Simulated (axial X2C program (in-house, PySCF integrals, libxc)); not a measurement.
## How the levels of IrBr (d8 s0 orbitals) move with the bond length

Calculated with an axial X2C code built on PySCF integrals: two-component X2C with atomic mean-field Coulomb and Gaunt terms, basis Ir dyall-v3z, Br dyall-v3z (cores contracted in-house). Orbitals come from Hartree–Fock averaged over the configuration Ir d8 s0; CI then distributes these electrons over the d, s shells of Ir. The speed of light was multiplied by 2, so these are model numbers.

At R = 2.569 Å:

```json
{"Ω": "3", "energy (cm⁻¹)": "0", "g∥": "7.89", "μ (D)": "-7.03", "configuration": "100% d8"}
{"Ω": "2", "energy (cm⁻¹)": "139", "g∥": "4.75", "μ (D)": "-7.03", "configuration": "100% d8"}
{"Ω": "1", "energy (cm⁻¹)": "494", "g∥": "1.80", "μ (D)": "-7.04", "configuration": "100% d8"}
{"Ω": "0", "energy (cm⁻¹)": "764", "g∥": "0.00", "μ (D)": "-7.06", "configuration": "100% d8"}
{"Ω": "4", "energy (cm⁻¹)": "1526", "g∥": "10.00", "μ (D)": "-7.22", "configuration": "100% d8"}
{"Ω": "2", "energy (cm⁻¹)": "1944", "g∥": "5.15", "μ (D)": "-6.99", "configuration": "100% d8"}
{"Ω": "1", "energy (cm⁻¹)": "2065", "g∥": "1.44", "μ (D)": "-7.03", "configuration": "100% d8"}
{"Ω": "0", "energy (cm⁻¹)": "2119", "g∥": "0.00", "μ (D)": "-7.00", "configuration": "100% d8"}
{"Ω": "3", "energy (cm⁻¹)": "3010", "g∥": "6.12", "μ (D)": "-7.20", "configuration": "100% d8"}
{"Ω": "1", "energy (cm⁻¹)": "3156", "g∥": "2.77", "μ (D)": "-7.03", "configuration": "100% d8"}
{"Ω": "0", "energy (cm⁻¹)": "3324", "g∥": "0.00", "μ (D)": "-7.02", "configuration": "100% d8"}
{"Ω": "2", "energy (cm⁻¹)": "4125", "g∥": "2.12", "μ (D)": "-7.21", "configuration": "100% d8"}
{"Ω": "0", "energy (cm⁻¹)": "7687", "g∥": "0.00", "μ (D)": "-6.85", "configuration": "100% d8"}
{"Ω": "1", "energy (cm⁻¹)": "9543", "g∥": "2.05", "μ (D)": "-6.99", "configuration": "99% d8"}
```

g∥ is the magnitude of 2⟨Lz + ge Sz⟩ for the +Ω component. μ is positive if the Br end is positive. The lowest 14 levels at most are listed.

At R = 2.890 Å:

```
Ω  energy (cm⁻¹)     g∥  μ (D)  configuration
3              0   7.84  -8.69        100% d8
2             28   4.89  -8.72        100% d8
1            244   2.10  -8.76        100% d8
0            390   0.00  -8.79        100% d8
4           1117  10.00  -8.85        100% d8
2           1830   4.96  -8.70        100% d8
0           1880   0.00  -8.73        100% d8
1           1900   1.70  -8.73        100% d8
3           2639   6.17  -8.83        100% d8
1           2885   2.22  -8.73        100% d8
0           3045   0.00  -8.76        100% d8
2           3724   2.17  -8.83        100% d8
0           8850   0.00  -8.63         99% d8
1          10041   2.09  -8.73         99% d8
```

The lowest level lies 2318 cm⁻¹ above the lowest at the first distance.

(1) How does the gap from the lowest to the fifth level change between the two distances?

Dynamic correlation is missing, so gaps between terms are too wide and other configurations may lie lower; the lowest level listed is that of this model, not necessarily the ground state. For d shells the ligand-field splittings (σ, π, δ) and their order can be off by a thousand cm⁻¹ or more. At most 4 roots were kept for each Ω > 0 (twice that for Ω = 0) within 3.2 eV of the lowest, so higher up levels can be missing between those listed; levels with Ω > 0 are doubly degenerate and listed once, Ω = 0 levels singly. States that fill the shells left empty in the average are placed too high.

Answers

(1) From 1526 to 1117 cm⁻¹, a factor of 0.73.
